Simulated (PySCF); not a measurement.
Co: excitation energy

Co [Ar] 3d7 4s2 (4F) → Co [Ar] 3d6 4s2 4p1 (high-spin determinant), as a difference of total energies. All numbers are calculated (PySCF 2.14, the non-relativistic Hamiltonian (point nucleus), in aug-cc-pVTZ (8s7p5d3f2g, 93 functions)). Correlated levels: valence: [Ar] frozen. The calculations carry no spin-orbit coupling.

```tsv
method	excitation energy (cm⁻¹)
UHF	43783
LDA	63928
PBE	62924
PBE0	58957
r2SCAN	60648
B3LYP	61474
wB97X	60722
M06	58624
B97-3	60311
MP2 (valence)	55683
SCS-MP2 (valence)	56796
```

A first-order spin-orbit estimate (lowest level to lowest level, LS coupling) adds 0.047 eV.

The determinant of the upper state mixes LS terms, which raises its energy above the lowest term, most at the Hartree-Fock and MP2 levels.
